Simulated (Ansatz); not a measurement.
Molecule: YF$_{2}$, charge 0, multiplicity 2. The spin state was set by rule; other spins were not relaxed. 
Structure (B3LYP-D3(BJ)/def2-TZVP (Ansatz, an electronic-structure program) minimum search):
```xyz
3

Y      0.2781     0.1657     0.0593
F     -1.0319     0.7780    -1.2933
F     -0.1730    -1.4962     1.0364
```
Charge 0, spin multiplicity 2.

Basis-set convergence of Hartree-Fock and MP2 correlation energies (hartree) with Ansatz. Valence correlation only, unless marked. UHF or UKS for open shells. No spin-orbit coupling. The frozen core is the preceding noble-gas configuration, with the filled d and f shells of earlier blocks. Past Kr the def2 sets carry scalar-relativistic core potentials.

```
basis       functions       E(HF)  E(corr, MP2)
----------  ---------  ----------  ------------
def2-SVP           59  -236.75216      -0.42714
def2-TZVPP        118  -237.01582      -0.56399
def2-QZVPP        195  -237.02987      -0.61653
```

Extrapolating the two largest sets (X = 3 and 4) as X^-3: E(corr) = (64·(-0.61653) - 27·(-0.56399))/37 = -0.6549 Eh, an estimate of the basis-set limit. The largest set recovers 94.1 % of it, the smallest 65.2 %.
